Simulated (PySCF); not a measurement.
H2INZn (SMILES [NH2][Zn][I]), singlet, geometry from GFN2-xTB (such geometries of metal compounds can be far from the true shape) (core potentials on I).

PySCF was given this input:
```python
from pyscf import gto, scf, dft

mol = gto.M(
    atom='''
Zn   -0.97414750   -0.40255794    0.65865777
I     0.84296960    0.44248152   -0.74826024
N    -1.60419265   -1.22085287    2.14959968
H    -2.03749760   -2.12876074    2.06122156
H    -2.18611767   -0.70005129    2.78964029
''',
    basis='def2-sv(p)',
    ecp={'I': 'def2-sv(p)'},
    verbose=4,
    max_memory=1800,
)

mf = dft.RKS(mol)
mf.xc = 'r2scan'
mf = mf.density_fit(auxbasis='def2-universal-jkfit')
mf.kernel()
```

Problem. What is the computed HOMO energy (DF-R2SCAN/def2-SV(P) run with PySCF)?

Solution. -5.75 eV

Problem. Give the number of basis functions at the level DF-R2SCAN/def2-SV(P).

Solution. 68

Problem. Give the total energy at the level DF-R2SCAN/def2-SV(P).

Solution. -2132.8657 Eh

Problem. Predict the dipole moment from DF-R2SCAN/def2-SV(P).

Solution. 3.19 D
